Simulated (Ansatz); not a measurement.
Consider the formal exchange of groups at the Se–Sn bond: `[SeH][SnH2][SeH]` + `O[SiH](O)F` → `O[Si](O)(F)[SeH]` + `[SeH][SnH3]`.

Computed with Ansatz on PBE0-D4/def2-TZVP structures; ΔE is electronic, products minus reactants. CBS: MP2 limit from def2 TZ/QZ plus the TZ coupled-cluster correction, frozen cores. This one scheme is used for every species. Functionals use def2-TZVPP. B3LYP here is the variant with VWN-RPA as its local correlation; programs differ in this. HSE06 is defined as in plane-wave codes. def2 core potentials past Kr. For Se, Sn outer-core shells are correlated without core-valence functions, which leaves a few kJ/mol of doubt a bond. Scalar relativity is left out up to krypton. One conformer a species, not always the lowest.

```csv
level,ΔE (kJ/mol),difference from CCSD(T)/CBS
LDA (SPW92),14.5,-15.2
revPBE-D4,18.8,-10.9
r2SCAN-D4,21.5,-8.2
B97M-V,12.3,-17.4
PBE0-D4,21.5,-8.2
B3LYP-D4,26.9,-2.8
r2SCAN0-D4,21.7,-8.0
HSE06-D4,22.1,-7.6
BHLYP-D4,28.0,-1.7
CAM-B3LYP-D4,22.9,-6.8
ωB97X-V,20.5,-9.2
ωB97M-V,20.4,-9.3
B2PLYP,28.6,-1.1
PBE-QIDH,23.3,-6.4
PBE,23.6,-6.1
revPBE,25.8,-3.9
BLYP,31.9,2.2
r2SCAN,21.9,-7.8
PBE0,22.8,-6.9
B3LYP,29.7,0.0
r2SCAN0,22.1,-7.6
HSE06,23.2,-6.5
BHLYP,28.8,-0.9
CAM-B3LYP,24.0,-5.7
LC-ωPBE,16.6,-13.1
RPA@PBE/def2-TZVPP,22.8,-6.9
HF/def2-SVP,30.3,0.6
MP2/def2-SVP,30.1,0.4
CCSD/def2-SVP,28.8,-0.9
CCSD(T)/def2-SVP,28.3,-1.4
HF/def2-TZVPP,31.6,1.9
MP2/def2-TZVPP,27.0,-2.7
SCS-MP2/def2-TZVPP,28.1,-1.6
CCSD/def2-TZVPP,23.2,-6.5
CCSD(T)/def2-TZVPP,22.8,-6.9
HF/def2-QZVPP,32.8,3.1
MP2/def2-QZVPP,31.4,1.7
SCS-MP2/def2-QZVPP,32.1,2.4
HF/CBS(def2),33.0,3.3
CCSD/CBS(def2),30.1,0.4
CCSD(T)/CBS,29.7,0
```

Largest T1 diagnostic among the species: 0.011.

Leaving LDA and LC-ωPBE aside and taking each functional with its dispersion term where it has one, the values spread over 16.3 kJ/mol, from B97M-V to B2PLYP. LDA lies −9.1 kJ/mol from PBE without D4. In def2-TZVPP, CCSD(T) changes the Hartree–Fock value by −8.8 kJ/mol (the triples alone add −0.4 kJ/mol) and MP2 by −4.6 kJ/mol. From BLYP to BHLYP (50 % exact exchange), in def2-TZVPP and without D4, ΔE moves by −3.1 kJ/mol.
